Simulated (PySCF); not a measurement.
## Working with the constants of CeF

UHF-CCSD(T) constants of CeF, quartet, about 1.1 electrons in the 4f shell (Mulliken), real f orbitals that mix terms (PySCF, spin-free X2C with a Gaussian nucleus, basis sets Ce x2c-SVPall, F x2c-SVPall; masses 139.9054 and 18.9984 u):

* ωe: 571.6 cm⁻¹
* ωexe: 1.61 cm⁻¹
* Be: 0.24479 cm⁻¹
* αe: 0.00112 cm⁻¹
* D (centrifugal): 1.8e-07 cm⁻¹

**Question.** Give the vibrational terms G(v) and spacings up to v = 6.

**Answer.** G(v) = ωe(v+½) − ωexe(v+½)².

```tsv
v	G(v) (cm⁻¹)	G(v) − G(v−1)	Bv (cm⁻¹)
0	285.4		0.2442
1	853.8	568.4	0.2431
2	1418.9	565.2	0.2420
3	1980.9	561.9	0.2409
4	2539.6	558.7	0.2398
5	3095.1	555.5	0.2386
6	3647.4	552.3	0.2375
```

Correlated steps freeze 19 core orbitals. These are scalar-relativistic numbers at best; spin–orbit coupling would shift them, the dissociation energy most. The state is the lowest single determinant that the PBE0 search found; with open d or f shells the true ground state can be another one.
